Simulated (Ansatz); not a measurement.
Cost and result for the atomization energy of C$_{2}$H$_{7}$AlOS (12 atoms, 12 bonds).

| atom | x (Å) | y (Å) | z (Å) |
| --- | --- | --- | --- |
| C1 | -0.389 | 0.263 | 2.056 |
| Al2 | -0.842 | 0.076 | 0.167 |
| S3 | -0.238 | -1.818 | -0.938 |
| C4 | 0.585 | -0.504 | -1.860 |
| O5 | 0.758 | 0.629 | -0.940 |
| H6 | -0.314 | 1.315 | 2.350 |
| H7 | -1.170 | -0.181 | 2.683 |
| H8 | 0.549 | -0.234 | 2.321 |
| H9 | -2.022 | 0.896 | -0.510 |
| H10 | 1.557 | -0.806 | -2.248 |
| H11 | -0.028 | -0.104 | -2.666 |
| H12 | 1.554 | 0.467 | -0.417 |

The species carries charge 0 and has multiplicity 1. The bonds changed during the relaxation, so this is another structure than the one it started from. All single points use the PBE0-D4/def2-TZVP geometry. It is one conformer, not always the lowest. Program: Ansatz. All runs use 4 threads of an Arm Neoverse V1 on a shared host. Times are those of one run each, without the atoms' runs, and a repeat can differ threefold. Electronic energies, without spin–orbit coupling; frozen cores. CCSD(T)/CBS adds CCSD(T) − MP2 in def2-TZVPP to the MP2 limit, and its time is that of the two runs behind it. T1 = 0.011. B3LYP takes the VWN-RPA correlation (the form of Gaussian; ORCA's B3LYP/G).

CCSD(T)/CBS is a level of theory with its own doubt, some kJ/mol a heavy atom from the limit and from the frozen cores, so smaller differences don't rank the functionals.

```csv
level,functions,wall time,atomization (kcal/mol),difference from CCSD(T)/CBS,per bond
PBE-D4/def2-TZVPP (with forces),275,3 s,1028.7,12.4,1.0
PBE0-D4/def2-TZVPP,275,3.7 s,1013.4,-2.9,-0.2
B3LYP-D4/def2-TZVPP (with forces),275,5.5 s,1009.7,-6.6,-0.6
r2SCAN-D4/def2-TZVPP (with forces),275,6 s,1018.5,2.2,0.2
B2PLYP/def2-TZVPP,275,6.5 s,999.8,-16.5,-1.4
ωB97X-V/def2-TZVPP,275,9.5 s,1017.9,1.6,0.1
ωB97M-V/def2-TZVPP (with forces),275,14 s,1019.3,3.0,0.2
MP2/def2-QZVPP,521,27 s,1019.3,3.0,0.3
CCSD(T)/def2-TZVPP,275,3 min,989.3,-27.0,-2.2
CCSD(T)/CBS(def2),–,3.5 min,1016.3,0.0,0.0
```

The D4 term adds +10.1 kcal/mol with B3LYP and +5.3 kcal/mol with PBE0; it sums over pairs of atoms, weighted by their polarisabilities, and B3LYP, whose exchange is more repulsive, gets the larger term. From PBE to PBE0 (25 % exact exchange), in def2-TZVPP and without D4, the atomization energy moves by −14.3 kcal/mol: exact exchange takes away binding that semilocal exchange gives to molecules. In def2-TZVPP, CCSD(T) changes the Hartree–Fock value by +253.2 kcal/mol (the triples alone add +15.1 kcal/mol) and MP2 by +267.4 kcal/mol; breaking electron pairs costs correlation energy, which Hartree–Fock lacks.
